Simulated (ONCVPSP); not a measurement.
# Li, ONCV: configuration errors across variants

```json
{
 "Element": "Li",
 "Generator": "ONCVPSP 4.0.1",
 "Type": "optimised norm-conserving Vanderbilt (ONCV)",
 "Functional": "revPBE",
 "Relativity": "scalar-relativistic",
 "Frozen core": "none",
 "Valence charge": "3",
 "Reference configuration": "1s2 2s0.5 (charge +0.5)",
 "Partial waves": "1s+2s: rc 1.25 bohr, ncon 4, nbas 8, qcut 12.7 1/bohr, 2 projectors; p scattering state at 0.11 Ha: rc 1.30 bohr, ncon 4, nbas 8, qcut 7.7 1/bohr, 2 projectors, debl 0.6 Ha",
 "Local potential": "polynomial inside 0.90 bohr (lpopt 4, dvloc0 0 Ha)",
 "Core correction": "none"
}
```

All-electron excitation energies from the reference (eV): (1) 1s2 2s1 -2.053; (2) 1s2 2s0 3.274; (3) 1s2 2s0 2p1 -0.261; (4) 1s1 2s1 66.497.

2 further variants failed, have other tests or another functional or relativity, and are left out.

Errors AE − PS in meV (a dash: test not solved or not reliable):

```tsv
change	(1)	(2)	(3)	(4)	bound ghosts	GHOST(+) flags above zero
base	0.0	+0.1	+0.1	+844	none	none
p: rc 1.48	0.0	+0.1	+0.1	+844	none	none
s: qcut 18.5	+0.3	+0.6	+0.8	–	none	s
p: qcut 5.1	0.0	+0.1	+0.1	+844	none	p
local potential polynomial inside 0.95 bohr (lpopt 2, dvloc0 0 Ha)	0.0	+0.1	+0.1	+844	none	none
s: rc 0.9	0.0	+0.1	+0.1	+386	none	none
p: debl 1.75	0.0	+0.1	+0.1	+844	none	none
```

Give the same row for: all radii scaled by about 1.17 (s 1.46, p 1.52 bohr); local potential polynomial inside 1.04 bohr (lpopt 4, dvloc0 0 Ha).

0.0, 0.0, +0.1, +1380; bound ghosts: none; GHOST(+) flags above zero: none.
